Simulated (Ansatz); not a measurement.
A first, cheap relaxation of CH₉N₃OSi (`CO[Si](N)(N)N`).

```yaml
crystal:
  periodic: [false, false, false]
  atoms:
    - {symbol: C, position_ang: [0.292500, -1.009400, 1.979300]}
    - {symbol: O, position_ang: [0.643800, 0.110000, 1.140000]}
    - {symbol: Si, position_ang: [-0.034200, 0.301300, -0.338800]}
    - {symbol: N, position_ang: [0.573100, -0.799400, -1.430900]}
    - {symbol: N, position_ang: [0.417400, 1.728700, -1.027400]}
    - {symbol: N, position_ang: [-1.640200, 0.294500, -0.402800]}
    - {symbol: H, position_ang: [0.858800, -0.920900, 2.894000]}
    - {symbol: H, position_ang: [0.476100, -1.915900, 1.485000]}
    - {symbol: H, position_ang: [-0.809900, -0.866400, 2.285100]}
    - {symbol: H, position_ang: [1.500400, -0.942900, -1.285300]}
    - {symbol: H, position_ang: [0.397200, -0.369300, -2.317200]}
    - {symbol: H, position_ang: [-0.143900, 2.453100, -0.549900]}
    - {symbol: H, position_ang: [1.311500, 1.985400, -0.727300]}
    - {symbol: H, position_ang: [-1.929100, 0.608000, -1.310900]}
    - {symbol: H, position_ang: [-1.935300, -0.707600, -0.363600]}
basis:
  gaussian: {orbitals: def2-SVP}
hamiltonian: {xc: pbe, dispersion: d4}
relax: {f_tol: 0.03, max_steps: 200}
```

```sh
$ ansatz run in.yaml --threads 4 --pin off --events-out ev --progress --plain --max-ram 11315MiB
```

Shortened log:

```
Functional definition: PBE
mean field -15558.41627404 eV, -571.7612521977 hartree, gradient 6.2e-5 eV, S^2 0.000000; 0 other end points of the search recorded, 0 dependent functions left out
relax step   1: F+E_penalty+E_count = -15558.76361667 eV  Δ(F+E_penalty+E_count) = +0.000e0 eV  max|allowed force component| = 4.832e0 eV/Å  Δτ_max = 0.0000 Å  (30 SCF iters, accepted)
mean field -15559.66121122 eV, -571.8070027952 hartree, gradient 1.6e-5 eV, S^2 0.000000; 0 other end points of the search recorded, 0 dependent functions left out
relax step   2: F+E_penalty+E_count = -15560.00342579 eV  Δ(F+E_penalty+E_count) = -1.240e0 eV  max|allowed force component| = 2.160e0 eV/Å  Δτ_max = 0.1700 Å  (29 SCF iters, accepted)
mean field -15560.00197397 eV, -571.8195255953 hartree, gradient 6.6e-6 eV, S^2 0.000000; 0 other end points of the search recorded, 0 dependent functions left out
relax step   3: F+E_penalty+E_count = -15560.33968247 eV  Δ(F+E_penalty+E_count) = -3.363e-1 eV  max|allowed force component| = 6.973e-1 eV/Å  Δτ_max = 0.2000 Å  (29 SCF iters, accepted)
mean field -15560.04742244 eV, -571.8211957956 hartree, gradient 9.8e-6 eV, S^2 0.000000; 0 other end points of the search recorded, 0 dependent functions left out
relax step   4: F+E_penalty+E_count = -15560.38258952 eV  Δ(F+E_penalty+E_count) = -4.291e-2 eV  max|allowed force component| = 7.752e-1 eV/Å  Δτ_max = 0.2000 Å  (29 SCF iters, accepted)
mean field -15560.07292309 eV, -571.8221329271 hartree, gradient 8.2e-6 eV, S^2 0.000000; 0 other end points of the search recorded, 0 dependent functions left out
relax step   5: F+E_penalty+E_count = -15560.40941695 eV  Δ(F+E_penalty+E_count) = -2.683e-2 eV  max|allowed force component| = 1.867e-1 eV/Å  Δτ_max = 0.0501 Å  (30 SCF iters, accepted)
mean field -15560.08002403 eV, -571.8223938819 hartree, gradient 8.3e-6 eV, S^2 0.000000; 0 other end points of the search recorded, 0 dependent functions left out
relax step   6: F+E_penalty+E_count = -15560.41678502 eV  Δ(F+E_penalty+E_count) = -7.368e-3 eV  max|allowed force component| = 2.079e-1 eV/Å  Δτ_max = 0.0589 Å  (30 SCF iters, accepted)
mean field -15560.08693170 eV, -571.8226477342 hartree, gradient 8.7e-6 eV, S^2 0.000000; 0 other end points of the search recorded, 0 dependent functions left out
relax step   7: F+E_penalty+E_count = -15560.42440390 eV  Δ(F+E_penalty+E_count) = -7.619e-3 eV  max|allowed force component| = 2.631e-1 eV/Å  Δτ_max = 0.2000 Å  (29 SCF iters, accepted)
mean field -15560.08497039 eV, -571.8225756576 hartree, gradient 1.7e-5 eV, S^2 0.000000; 0 other end points of the search recorded, 0 dependent functions left out
relax step   8: F+E_penalty+E_count = -15560.42252849 eV  Δ(F+E_penalty+E_count) = +1.875e-3 eV  max|allowed force component| = 2.031e-1 eV/Å  Δτ_max = 0.1488 Å  (29 SCF iters, rejected (line search))
mean field -15560.08169317 eV, -571.8224552216 hartree, gradient 9.2e-6 eV, S^2 0.000000; 0 other end points of the search recorded, 0 dependent functions left out
relax step   9: F+E_penalty+E_count = -15560.41900053 eV  Δ(F+E_penalty+E_count) = +5.403e-3 eV  max|allowed force component| = 5.931e-1 eV/Å  Δτ_max = 0.0715 Å  (30 SCF iters, rejected (line search))
mean field -15560.09476981 eV, -571.8229357794 hartree, gradient 8.1e-6 eV, S^2 0.000000; 0 other end points of the search recorded, 0 dependent functions left out
relax step  10: F+E_penalty+E_count = -15560.43217423 eV  Δ(F+E_penalty+E_count) = -7.770e-3 eV  max|allowed force component| = 1.278e-1 eV/Å  Δτ_max = 0.0357 Å  (31 SCF iters, accepted)
mean field -15560.09578732 eV, -571.8229731724 hartree, gradient 1.1e-5 eV, S^2 0.000000; 0 other end points of the search recorded, 0 dependent functions left out
relax step  11: F+E_penalty+E_count = -15560.43326073 eV  Δ(F+E_penalty+E_count) = -1.086e-3 eV  max|allowed force component| = 1.125e-1 eV/Å  Δτ_max = 0.0998 Å  (29 SCF iters, accepted)
mean field -15560.09789136 eV, -571.8230504943 hartree, gradient 8.4e-6 eV, S^2 0.000000; 0 other end points of the search recorded, 0 dependent functions left out
relax step  12: F+E_penalty+E_count = -15560.43534362 eV  Δ(F+E_penalty+E_count) = -2.083e-3 eV  max|allowed force component| = 5.860e-2 eV/Å  Δτ_max = 0.0332 Å  (30 SCF iters, accepted)
mean field -15560.09829329 eV, -571.8230652651 hartree, gradient 8.2e-6 eV, S^2 0.000000; 0 other end points of the search recorded, 0 dependent functions left out
relax step  13: F+E_penalty+E_count = -15560.43569011 eV  Δ(F+E_penalty+E_count) = -3.465e-4 eV  max|allowed force component| = 5.974e-2 eV/Å  Δτ_max = 0.0188 Å  (31 SCF iters, accepted)
mean field -15560.09863196 eV, -571.8230777108 hartree, gradient 8.2e-6 eV, S^2 0.000000; 0 other end points of the search recorded, 0 dependent functions left out
relax step  14: F+E_penalty+E_count = -15560.43596735 eV  Δ(F+E_penalty+E_count) = -2.772e-4 eV  max|allowed force component| = 3.488e-2 eV/Å  Δτ_max = 0.0176 Å  (31 SCF iters, accepted)
mean field -15560.09910722 eV, -571.8230951762 hartree, gradient 8.2e-6 eV, S^2 0.000000; 0 other end points of the search recorded, 0 dependent functions left out
relax step  15: F+E_penalty+E_count = -15560.43629528 eV  Δ(F+E_penalty+E_count) = -3.279e-4 eV  max|allowed force component| = 2.993e-2 eV/Å  Δτ_max = 0.0474 Å  (30 SCF iters, accepted)
mean field -15560.09910722 eV, -571.8230951762 hartree, gradient 1.0e-5 eV, S^2 0.000000; 1 other end points of the search recorded, 0 dependent functions left out
Total energy: -15560.43633758 eV, -571.8354881635 hartree
Atom 0 at     0.233048    -0.999023     1.937523 Å, force     0.001219    -0.013203     0.001554 eV/Å
Atom 1 at     0.574054     0.137037     1.175653 Å, force     0.005100     0.001803    -0.003646 eV/Å
Atom 2 at     0.004042     0.371365    -0.395382 Å, force     0.000974    -0.007354     0.004543 eV/Å
Atom 3 at     0.819768    -0.820675    -1.361188 Å, force    -0.000625    -0.004377    -0.020043 eV/Å
Atom 4 at     0.327075     2.011276    -0.870782 Å, force    -0.004999     0.027119     0.029934 eV/Å
Atom 5 at    -1.714210     0.178703    -0.467819 Å, force    -0.020948     0.015106    -0.028271 eV/Å
Atom 6 at     0.783007    -0.969563     2.902910 Å, force    -0.009652    -0.003570    -0.011045 eV/Å
Atom 7 at     0.499287    -1.952555     1.420442 Å, force    -0.006190     0.020564     0.009811 eV/Å
Atom 8 at    -0.858557    -1.034464     2.171898 Å, force     0.012420     0.001115    -0.003688 eV/Å
Atom 9 at     1.826852    -0.964367    -1.258223 Å, force    -0.005293     0.002418     0.007610 eV/Å
Atom 10 at     0.518196    -1.000450    -2.320907 Å, force     0.001545     0.003594     0.013744 eV/Å
Atom 11 at     0.145852     2.742856    -0.175479 Å, force     0.010700    -0.023899    -0.029352 eV/Å
Atom 12 at     1.238334     2.177138    -1.305419 Å, force    -0.007353    -0.000789     0.002645 eV/Å
Atom 13 at    -2.252477     0.800658    -1.073102 Å, force     0.021423    -0.025505     0.028170 eV/Å
Atom 14 at    -2.166071    -0.728735    -0.350824 Å, force     0.001678     0.006977    -0.001968 eV/Å
Dipole moment:     0.015820    -0.098348    -0.296419 e Å
```

Hardware: 4 threads of an Arm Neoverse V2 on a shared host. Wall time 26 s, peak host memory 0.19 GiB.
